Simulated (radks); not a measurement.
Results of a calculation; reference values are marked as such.
Task: Species: Tb+. Configuration: [Xe] 4f9 6s1. Level of theory: Dirac Kohn-Sham, Slater X-alpha with alpha = 0.772, spin-unpolarised, spherical densities, finite nucleus; open shells are shared between the two j in proportion to 2j + 1; Fermi nuclear charge, rms radius 5.06 fm (a radial shooting solver on a logarithmic mesh with Libxc functionals). Some entries of the table are withheld. Estimate them.

| orbital | occ. | eigenvalue (Ry) | r(max) (bohr) | <r> (bohr) |
|---|---|---|---|---|
| 1s1/2 | 2 | -3810.946 | 0.01365 | 0.02151 |
| 2s1/2 | 2 | -632.8886 | 0.07765 | 0.09091 |
| 2p1/2 | 2 | -602.0882 | (1) | 0.07581 |
| 2p3/2 | 4 | -547.0373 | (2) | 0.08275 |
| 3s1/2 | 2 | -140.9207 | 0.2198 | 0.2387 |
| 3p1/2 | 2 | -127.4230 | 0.2070 | 0.2282 |
| 3p3/2 | 4 | -116.0386 | 0.2195 | 0.2414 |
| 3d3/2 | 4 | -92.62834 | 0.1738 | 0.2135 |
| 3d5/2 | 6 | -90.13574 | 0.1773 | 0.2177 |
| 4s1/2 | 2 | -28.30142 | 0.5042 | 0.5405 |
| 4p1/2 | 2 | (3) | 0.5075 | 0.5513 |
| 4p3/2 | 4 | (4) | 0.5343 | 0.5816 |
| 4d3/2 | 4 | -11.65823 | 0.5401 | 0.6154 |
| 4d5/2 | 6 | -11.19639 | 0.5488 | 0.6262 |
| 5s1/2 | 2 | -3.99469 | 1.177 | 1.321 |
| 5p1/2 | 2 | -2.55482 | 1.286 | 1.489 |
| 5p3/2 | 4 | -2.22408 | 1.368 | 1.593 |
| 4f5/2 | 3.85714 | -0.80332 | 0.5482 | 0.8706 |
| 4f7/2 | 5.14286 | -0.74325 | 0.5535 | 0.8883 |
| 6s1/2 | 1 | -0.63541 | 3.241 | 3.712 |

Result: 
(1) 2p1/2 r(max) (bohr): 0.05852
(2) 2p3/2 r(max) (bohr): 0.06445
(3) 4p1/2 eigenvalue (Ry): -22.99163
(4) 4p3/2 eigenvalue (Ry): -20.44433
